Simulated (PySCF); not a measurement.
Computed shifts of a molecule C4H4Cl2, PBE0/pcSseg-1 run with PySCF, GIAO, gas phase, equivalent atoms averaged, in ppm (number of nuclei): ¹³C: 139.1 (2), 132.9 (2). ¹H: 7.13 (2), 6.47 (2). References: ³⁵Cl against HCl (σ = 945.9 ppm); ¹³C against TMS (σ = 186.3 ppm); ¹H against TMS (σ = 31.56 ppm), references at their B3LYP-D3(BJ)/def2-TZVP geometries, non-relativistic (without spin–orbit terms, shifts of atoms bonded to Cl or Br come out too high). The structure is a stationary point at B3LYP-D3(BJ)/def2-SVP. One conformer was computed; it need not be the lowest.

Which structure fits?
A. CC=C=C(Cl)Cl
B. ClC1=C(Cl)CC1
C. C#CCC(Cl)Cl
D. Cl/C=C\C=C/Cl

D, Cl/C=C\C=C/Cl
